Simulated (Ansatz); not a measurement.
Ansatz (a first-principles code) input (RI-MP2/def2-TZVPP):
A basis named .json is the Basis Set Exchange file of that set.

Ansatz 0.2 input:
```yaml
crystal:
  periodic: [false, false, false]
  atoms:
    - {symbol: C, position_ang: [0.00000000, 0.00000000, 0.00000000]}
    - {symbol: H, position_ang: [0.53559480, 0.93585773, 0.03753667]}
    - {symbol: H, position_ang: [-1.07886998, -0.00405594, -0.01111717]}
    - {symbol: H, position_ang: [0.54327518, -0.93180178, -0.02641950]}
basis:
  gaussian:
    orbitals: def2-TZVPP
    fitting: {mean_field: def2-universal-jkfit, correlation: def2-TZVPP-RIFIT.json}
magnetization: {spin_polarized: true, initial_magnetization: 1}
correlation: {method: mp2, electrons: outside_noble_gas}
```

Output:

```
Functional definition: HF
integrals: 0.01 GiB planned
129 factors; integrals over basis functions are off by at most 9.9e-1 eV
166 factors; integrals over basis functions are off by at most 6.9e-1 eV
mean field: 0.08 GiB planned
mean field evaluation 1: about -1076.2680 eV, gradient 1.1e1 eV
mean field evaluation 2: about -1076.9161 eV, gradient 3.2e0 eV
mean field evaluation 4: about -1076.9895 eV, gradient 3.3e-1 eV
mean field evaluation 8: about -1076.9916 eV, gradient 1.1e-6 eV
mean field -1076.99158140 eV, -39.5787106052 hartree, gradient 1.1e-6 eV, S^2 0.761735; 0 other end points of the search recorded, 0 dependent functions left out
1 core orbitals not correlated
reference -1076.99158140 eV, -39.5787106052 hartree; 4, 3 occupied and 68, 69 virtual orbitals, 166 factors
second order -4.28760423 eV of doubles, -0.00000000 eV of singles
Total energy: -1081.27918563 eV, -39.7362771546 hartree
```
